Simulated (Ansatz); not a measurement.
Input for Ansatz (a program for electronic structure): R-PBE0/def2-TZVPP on HIOSi (SMILES O[Si]I), a point of a torsion scan. Elements past Kr take the def2 small-core potentials; no spin–orbit coupling.

Ansatz 0.2 input:
```yaml
crystal:
  periodic: [false, false, false]
  atoms:
    - {symbol: O, position_ang: [-0.97730174, 0.08299666, 0.20125076]}
    - {symbol: Si, position_ang: [0.19122925, 1.12316757, -0.16720053]}
    - {symbol: I, position_ang: [2.14502649, 0.13126805, 1.06790991]}
    - {symbol: H, position_ang: [-1.38183408, -0.72134174, -0.09946489]}
basis:
  gaussian:
    orbitals: def2-TZVPP
hamiltonian:
  xc: {name: PBE0}
scf: {lower_state_search: off}
```

The head of its log:

```
WARN ansatz: RAYON_NUM_THREADS=1 ignored (pool sized by the plan → 1); use --threads N
Functional definition: PBE0
these checks for a lower state are left out or cut short: stability, starts, cluster_reference, orbital_swaps, neighbouring_geometries, increment
integrals: 0.05 GiB planned
919 factors; their error is unknown
mean field: 0.48 GiB planned
mean field evaluation 1: about -18034.2705 eV, gradient 5.4e1 eV
mean field evaluation 2: about -18016.0718 eV, gradient 1.1e2 eV
```

### Question
What total energy does the run end on?

### Answer
-662.9309 hartree.
